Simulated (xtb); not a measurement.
xtb input (GFN2-xTB):

```bash
xtb mol.xyz --gfn 2 --sp --chrg 0 --uhf 0
```
mol.xyz:
```
21

C      3.68052781    -0.11312696     0.12836489
C      2.29218265    -0.74541647     0.16379065
C      1.17138203     0.25608904    -0.10334597
C     -0.22094279    -0.36662466    -0.06665651
C     -1.34080955     0.64653135    -0.33095034
C     -2.70029095     0.02069910    -0.33877328
C     -3.68742831     0.31990457     0.49577158
H      3.88212981     0.33759023    -0.84648022
H      3.77253557     0.67435500     0.88035878
H      4.46162741    -0.85064523     0.32176046
H      2.23738295    -1.55145442    -0.57523783
H      2.12846955    -1.21613214     1.13862019
H      1.33248044     0.72674855    -1.07992393
H      1.22633781     1.06435453     0.63469524
H     -0.38900581    -0.83650410     0.90737106
H     -0.27951347    -1.17121230    -0.80767543
H     -1.30513139     1.44011271     0.42091560
H     -1.15637639     1.12381466    -1.30088850
H     -2.86135812    -0.75083556    -1.08864925
H     -3.57021661     1.07984478     1.26064920
H     -4.64708704    -0.17837241     0.44527842
```

End of the output:

```
         :::::::::::::::::::::::::::::::::::::::::::::::::::::
         ::                     SUMMARY                     ::
         :::::::::::::::::::::::::::::::::::::::::::::::::::::
         :: total energy             -22.098654930039 Eh    ::
         :: gradient norm              0.019412969864 Eh/a0 ::
         :: HOMO-LUMO gap              5.314029484264 eV    ::
         ::.................................................::
         :: SCC energy               -22.451806955947 Eh    ::
         :: -> isotropic ES            0.003704643350 Eh    ::
         :: -> anisotropic ES          0.006777598030 Eh    ::
         :: -> anisotropic XC          0.015877274375 Eh    ::
         :: -> dispersion             -0.011738243352 Eh    ::
         :: repulsion energy           0.353152025908 Eh    ::
         :: add. restraining           0.000000000000 Eh    ::
         :: total charge               0.000000000000 e     ::
         :::::::::::::::::::::::::::::::::::::::::::::::::::::

           -------------------------------------------------
          |                Property Printout                |
           -------------------------------------------------

    * Orbital Energies and Occupations

         #    Occupation            Energy/Eh            Energy/eV
      -------------------------------------------------------------
         1        2.0000           -0.6241251             -16.9833
       ...           ...                  ...                  ...
         9        2.0000           -0.5054161             -13.7531
        10        2.0000           -0.4955429             -13.4844
        11        2.0000           -0.4914156             -13.3721
        12        2.0000           -0.4809895             -13.0884
        13        2.0000           -0.4686244             -12.7519
        14        2.0000           -0.4568364             -12.4312
        15        2.0000           -0.4517795             -12.2935
        16        2.0000           -0.4394759             -11.9587
        17        2.0000           -0.4324940             -11.7688
        18        2.0000           -0.4266549             -11.6099
        19        2.0000           -0.4220436             -11.4844
        20        2.0000           -0.4183191             -11.3830
        21        2.0000           -0.3958263             -10.7710 (HOMO)
        22                         -0.2005393              -5.4570 (LUMO)
        23                          0.0536799               1.4607
        24                          0.1050253               2.8579
        25                          0.1192766               3.2457
        26                          0.1240587               3.3758
        27                          0.1325564               3.6070
        28                          0.1418842               3.8609
        29                          0.1568595               4.2684
        30                          0.1703301               4.6349
        31                          0.1719339               4.6786
        32                          0.1821830               4.9575
       ...                                ...                  ...
        42                          0.6056415              16.4803
      -------------------------------------------------------------
                  HL-Gap            0.1952870 Eh            5.3140 eV
             Fermi-level           -0.2981828 Eh           -8.1140 eV

     #   Z          covCN         q      C6AA      α(0)
     1   6 C        3.750    -0.100    22.476     6.761
     2   6 C        3.799    -0.051    21.496     6.601
     3   6 C        3.801    -0.057    21.602     6.617
     4   6 C        3.802    -0.053    21.531     6.606
     5   6 C        3.804    -0.057    21.598     6.616
     6   6 C        2.885    -0.027    28.686     8.781
     7   6 C        2.835    -0.095    30.367     9.030
     8   1 H        0.924     0.032     2.552     2.498
     9   1 H        0.924     0.032     2.551     2.498
    10   1 H        0.924     0.033     2.547     2.496
    11   1 H        0.924     0.028     2.612     2.527
    12   1 H        0.924     0.028     2.608     2.526
    13   1 H        0.924     0.029     2.599     2.521
    14   1 H        0.924     0.030     2.593     2.518
    15   1 H        0.924     0.029     2.597     2.520
    16   1 H        0.924     0.030     2.592     2.518
    17   1 H        0.924     0.036     2.506     2.475
    18   1 H        0.924     0.037     2.484     2.465
    19   1 H        0.925     0.029     2.604     2.523
    20   1 H        0.925     0.034     2.530     2.487
    21   1 H        0.925     0.033     2.543     2.494

 Mol. C6AA /au·bohr⁶  :       3193.928269
 Mol. C8AA /au·bohr⁸  :      68312.382044
 Mol. α(0) /au        :         86.080870

Wiberg/Mayer (AO) data.
largest (>0.10) Wiberg bond orders for each atom

 ---------------------------------------------------------------------------
     #   Z sym  total        # sym  WBO       # sym  WBO       # sym  WBO
 ---------------------------------------------------------------------------
     1   6 C    3.996 --     2 C    1.019     8 H    0.988     9 H    0.988
                            10 H    0.987
     2   6 C    3.997 --     1 C    1.019     3 C    1.008    11 H    0.978
                            12 H    0.978
     3   6 C    3.997 --     2 C    1.008     4 C    1.007    14 H    0.977
                            13 H    0.977
     4   6 C    3.996 --     3 C    1.007     5 C    0.991    15 H    0.978
                            16 H    0.977
     5   6 C    3.997 --     6 C    1.028     4 C    0.991    17 H    0.975
                            18 H    0.961
     6   6 C    3.990 --     7 C    1.977     5 C    1.028    19 H    0.967
     7   6 C    3.990 --     6 C    1.977    21 H    0.978    20 H    0.976
     8   1 H    0.999 --     1 C    0.988
     9   1 H    0.999 --     1 C    0.988
    10   1 H    0.999 --     1 C    0.987
    11   1 H    0.999 --     2 C    0.978
    12   1 H    0.999 --     2 C    0.978
    13   1 H    0.999 --     3 C    0.977
    14   1 H    0.999 --     3 C    0.977
    15   1 H    0.999 --     4 C    0.978
    16   1 H    0.999 --     4 C    0.977
    17   1 H    0.999 --     5 C    0.975
    18   1 H    0.999 --     5 C    0.961
    19   1 H    0.999 --     6 C    0.967
    20   1 H    0.999 --     7 C    0.976
Note: The following floating-point exceptions are signalling: IEEE_UNDERFLOW_FLAG IEEE_DENORMAL
normal termination of xtb
    21   1 H    0.998 --     7 C    0.978
 ---------------------------------------------------------------------------

Topologies differ in total number of bonds
Writing topology from bond orders to xtbtopo.mol

molecular dipole:
                 x           y           z       tot (Debye)
 q only:        0.160       0.018      -0.038
   full:        0.170       0.013      -0.049       0.450
molecular quadrupole (traceless):
                xx          xy          yy          xz          yz          zz
 q only:       -0.587       0.149       0.431       0.135       0.157       0.157
  q+dip:       -1.768       0.684       0.264      -0.586       1.547       1.504
   full:       -1.356       0.435       0.456      -0.066       0.758       0.899

           -------------------------------------------------
          | TOTAL ENERGY              -22.098654930039 Eh   |
          | GRADIENT NORM               0.019412969864 Eh/α |
          | HOMO-LUMO GAP               5.314029484264 eV   |
           -------------------------------------------------

------------------------------------------------------------------------
------------------------------------------------------------------------
 total:
 SCF:
```
